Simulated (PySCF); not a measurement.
A GIAO shielding run with PySCF (density fitting, non-relativistic, gas phase) on `C#CC1=C[C@@H](C)[Si@@H](O)C1`, C7H10OSi:

```
$ OMP_NUM_THREADS=1 python probes_run.py task.json out

{"job": {"kind": "nmr", "xc": "HF", "basis": "pcSseg-1", "pop": false}, "charge": 0, "multiplicity": 1}
C      3.799876    -0.486597    -0.932909
C      2.675421    -0.325731    -0.502892
C      1.357445    -0.184348     0.023199
C      0.584219     0.897346    -0.226126
C     -0.795624     0.986688     0.366777
C     -1.859602     1.439719    -0.632657
Si    -1.009591    -0.767283     1.072575
O     -1.926573    -1.747903     0.078782
C      0.791783    -1.279120     0.908167
H      4.793741    -0.617718    -1.318374
H      0.956708     1.706944    -0.864438
H     -0.771667     1.707409     1.208511
H     -2.844228     1.549441    -0.150696
H     -1.605647     2.414935    -1.079789
H     -1.966128     0.714188    -1.453873
H     -1.568495    -0.787370     2.461164
H     -2.880295    -1.634847     0.111182
H      0.919511    -2.274873     0.454098
H      1.314828    -1.305141     1.879686
```

Hardware: 1 thread of an Arm Neoverse N1, shared host. The job also computes ring-centre shieldings.

Q: How large is the calculation?

A: 74 electrons, 210 basis functions and 1107 auxiliary functions.

Q: How long does it take, and how much memory does it need?

A: 34 s of wall time, with 13 SCF cycles and 8 response iterations; peak memory 1.1 GiB. Times on a shared host scatter by some tens of per cent.

Q: And these other runs on the same molecule and hardware: GIAO shielding at PBE0/pcSseg-1?

A: PBE0/pcSseg-1: 210 functions, 84 s.
